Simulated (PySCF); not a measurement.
C3H9Si (SMILES [CH2][SiH](C)C), doublet, geometry from GFN2-xTB, with bond 9-3 at 2.2 times its length; HF/6-31G (PySCF).

Here is a job for PySCF.
```python
from pyscf import gto, scf

mol = gto.M(
    atom='''
C    -0.13352534    1.76236055    0.40437073
Si   -0.04296491    0.08718825   -0.37167303
C    -1.45281697   -1.00671932    0.29446193
C     1.64697942   -0.70454999    0.00593458
H    -1.06258640    2.21666558    0.70102766
H     0.73610479    2.37082006    0.58047603
H    -0.19112017    0.18138377   -1.84124855
H    -1.44497636   -1.98782097   -0.17092914
H    -3.57961388   -0.01554036   -0.14956268
H    -1.37510223   -1.15129058    1.36815365
H     2.45658772   -0.07859418   -0.35605198
H     1.74466322   -1.67479907   -0.47189922
H     1.79365848   -0.84736411    1.07265799
''',
    basis='6-31g',
    spin=1,
    verbose=4,
)

mf = scf.UHF(mol)
mf.kernel()
mo_i, mo_e, stable_i, stable_e = mf.stability(internal=True, external=True, return_status=True, nroots=6, tol=1e-6)
print('internally stable:', stable_i, ' externally stable:', stable_e)
if not stable_i:
    umf = mf.copy()
    umf.scf_summary = {}
    umf.kernel(umf.make_rdm1(mo_i, mf.mo_occ))
mf.analyze()
```

Task: Write the output that PySCF gives for this input, abridged.

Result: 
```
PySCF version 2.14.0

[INPUT] verbose = 4
[INPUT] num. atoms = 13
[INPUT] num. electrons = 41
[INPUT] charge = 0
[INPUT] spin (= nelec alpha-beta = 2S) = 1
[INPUT] symmetry False subgroup None
[INPUT] Mole.unit = angstrom
[INPUT] Symbol           X                Y                Z      unit          X                Y                Z       unit  Magmom
[...]
nuclear repulsion = 161.916546970882
number of shells = 40
number of NR pGTOs = 148
number of NR cGTOs = 58
basis = 6-31g
ecp = {}

******** <class 'pyscf.scf.uhf.UHF'> ********
method = UHF
initial guess = minao
damping factor = 0
level_shift factor = 0
DIIS = <class 'pyscf.scf.diis.CDIIS'>
diis_start_cycle = 1
diis_space = 8
diis_damp = 0
SCF conv_tol = 1e-09
SCF conv_tol_grad = None
SCF max_cycles = 50
direct_scf = True
direct_scf_tol = 1e-13
number electrons alpha = 21  beta = 20
Set gradient conv threshold to 3.16228e-05
init E= -407.429289229008

cycle= 1 E= -407.391791276551  delta_E= 0.0375  |g|= 0.209  |ddm|= 2.04
cycle= 2 E= -407.438224382116  delta_E= -0.0464  |g|= 0.0754  |ddm|= 0.374
cycle= 3 E= -407.444265953947  delta_E= -0.00604  |g|= 0.0481  |ddm|= 0.154
cycle= 4 E= -407.446228026878  delta_E= -0.00196  |g|= 0.012  |ddm|= 0.0669
cycle= 5 E= -407.446543291025  delta_E= -0.000315  |g|= 0.00765  |ddm|= 0.0326
cycle= 6 E= -407.446784540046  delta_E= -0.000241  |g|= 0.00797  |ddm|= 0.0219
cycle= 7 E= -407.446749763649  delta_E= 3.48e-05  |g|= 0.00759  |ddm|= 0.00239
cycle= 8 E= -407.446535168686  delta_E= 0.000215  |g|= 0.00189  |ddm|= 0.0307
cycle= 9 E= -407.446536228564  delta_E= -1.06e-06  |g|= 0.000507  |ddm|= 0.00715
cycle= 10 E= -407.446536695085  delta_E= -4.67e-07  |g|= 0.000189  |ddm|= 0.00159
cycle= 11 E= -407.44653676692  delta_E= -7.18e-08  |g|= 7.17e-05  |ddm|= 0.000587
cycle= 12 E= -407.446536778118  delta_E= -1.12e-08  |g|= 3.11e-05  |ddm|= 0.000184
cycle= 13 E= -407.446536781277  delta_E= -3.16e-09  |g|= 1.45e-05  |ddm|= 9.8e-05
cycle= 14 E= -407.446536782129  delta_E= -8.53e-10  |g|= 6.31e-06  |ddm|= 5.84e-05
Extra cycle  E= -407.446536782224  delta_E= -9.49e-11  |g|= 4.4e-06  |ddm|= 1.16e-05
converged SCF energy = -407.446536782224  <S^2> = 0.76143343  2S+1 = 2.0114009
uhf_internal: lowest eigs of H = [-0.38866698  0.28893175  0.40433962  0.42974451  0.45549568  0.46500623]
<class 'pyscf.scf.uhf.UHF'> wavefunction has an internal instability
uhf_real2complex: lowest eigs of H = [0.1131028  0.11320868 0.18524614 0.19050797 0.21244571 0.25582448]
[...]
<class 'pyscf.scf.uhf.UHF'> wavefunction is stable in the real -> complex stability analysis
<class 'pyscf.scf.uhf.UHF'> wavefunction has an UHF/UKS -> GHF/GKS instability
internally stable: False  externally stable: False
converged SCF energy = -407.513607767648  <S^2> = 1.655134  2S+1 = 2.7605318
Total Energy =                        -407.446536782224371
[...]
spin_pop of  3 C 1s       -0.00000
spin_pop of  3 C 2s        0.00297
spin_pop of  3 C 3s        0.00010
spin_pop of  3 C 2px       0.00824
spin_pop of  3 C 2py       0.00137
spin_pop of  3 C 2pz       0.00103
spin_pop of  3 C 3px       0.00026
spin_pop of  3 C 3py       0.00002
spin_pop of  3 C 3pz      -0.00000
spin_pop of  4 H 1s       -0.05325
spin_pop of  4 H 2s        0.00034
spin_pop of  5 H 1s       -0.05336
spin_pop of  5 H 2s        0.00034
spin_pop of  6 H 1s        0.04312
spin_pop of  6 H 2s        0.00064
spin_pop of  7 H 1s       -0.00047
spin_pop of  7 H 2s       -0.00003
spin_pop of  8 H 1s        0.00104
spin_pop of  8 H 2s       -0.00002
spin_pop of  9 H 1s       -0.00075
spin_pop of  9 H 2s        0.00002
spin_pop of  10 H 1s       -0.00079
spin_pop of  10 H 2s       -0.00001
spin_pop of  11 H 1s       -0.00114
spin_pop of  11 H 2s       -0.00004
spin_pop of  12 H 1s       -0.00121
spin_pop of  12 H 2s        0.00002
 ** Mulliken Spin Density (per atom)  **
spin density of  0 C =      1.11552
spin density of  1 Si =     -0.07448
spin density of  2 C =      0.01050
spin density of  3 C =      0.01398
spin density of  4 H =     -0.05291
spin density of  5 H =     -0.05302
spin density of  6 H =      0.04376
spin density of  7 H =     -0.00050
spin density of  8 H =      0.00102
spin density of  9 H =     -0.00072
spin density of  10 H =     -0.00080
spin density of  11 H =     -0.00118
spin density of  12 H =     -0.00118
 ** Mulliken pop alpha/beta on meta-lowdin orthogonal AOs **
 ** Mulliken pop       alpha | beta **
In total            21.00000 | 20.00000
 ** Mulliken atomic charges   ( Nelec_alpha | Nelec_beta ) **
charge of  0C =     -0.45592  (     3.78572      2.67020 )
charge of  1Si =      0.80752  (     6.55900      6.63348 )
charge of  2C =     -0.37241  (     3.19146      3.18096 )
charge of  3C =     -0.56184  (     3.28791      3.27393 )
charge of  4H =      0.12594  (     0.41058      0.46348 )
charge of  5H =      0.11579  (     0.41559      0.46861 )
charge of  6H =     -0.11816  (     0.58096      0.53720 )
charge of  7H =      0.13299  (     0.43326      0.43376 )
charge of  8H =     -0.15199  (     0.57650      0.57548 )
charge of  9H =      0.13205  (     0.43361      0.43434 )
charge of  10H =      0.12050  (     0.43935      0.44015 )
charge of  11H =      0.11340  (     0.44271      0.44389 )
charge of  12H =      0.11213  (     0.44334      0.44453 )
Dipole moment(X, Y, Z, Debye):  2.37533, -0.79468,  0.86487
```
